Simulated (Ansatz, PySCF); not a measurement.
Process, species as SMILES: FCC(F)(F)F [1,1,1,2-tetrafluoroethane] → F atom + [CH2]C(F)(F)F (the C-F bond at the site shown breaks; other sites are not compared here)
Structures are relaxed separately at B3LYP-D3(BJ)/def2-TZVP in Ansatz (a program for electronic structure), one conformer each, not searched for the lowest. Frequencies are from Ansatz or PySCF.

Quantity: bond dissociation energy (enthalpy at 298 K, with B3LYP-D3(BJ) rigid-rotor harmonic-oscillator terms), in kcal/mol. Correlated levels leave the core frozen unless marked. Open shells are spin-unrestricted. Spin-orbit coupling is left out. Non-relativistic. Basis-set limits of correlation are two-point, X^-3; Hartree-Fock from the larger set. The bracket is a focal-point correction in the basis named.

```csv
level,program,bond dissociation energy (kcal/mol)
HF/6-31G*,Ansatz,65.6
HF/cc-pVDZ,Ansatz,62.2
HF/cc-pVQZ,Ansatz,66.1
SVWN5/def2-TZVPD,Ansatz,137.6
PBE/def2-TZVPD,Ansatz,112.8
BLYP-D3(BJ)/def2-TZVPD,Ansatz + dftd3,108.8
revPBE-D3(BJ)/def2-TZVPD,Ansatz + dftd3,106.9
B97M-V/def2-TZVPD,Ansatz,107.5
PBE0/6-31G*,Ansatz,108.8
r2SCANh-D4/def2-TZVPD,Ansatz + dftd4,103.8
HSE06-D3(BJ)/def2-TZVPD,Ansatz + dftd3,107.4
LC-wPBE/def2-TZVPD,Ansatz,108.4
MP2/STO-3G,Ansatz,77.8
CCSD/6-31G,Ansatz,79.9
CCSD/6-31G*,Ansatz,102.3
CCSD/cc-pVTZ,Ansatz,104.3
CCSD(T)/6-31G*,Ansatz,104.3
CCSD(T)/cc-pVTZ,Ansatz,107.5
CCSD(T)/cc-pVQZ,Ansatz,109.5
"RI-MP2/CBS(cc-pVTZ,cc-pVQZ)+[CCSD(T)-MP2]/cc-pVQZ",Ansatz,111.1
"CCSD(T)/CBS(cc-pVTZ,cc-pVQZ)",Ansatz,110.9
```
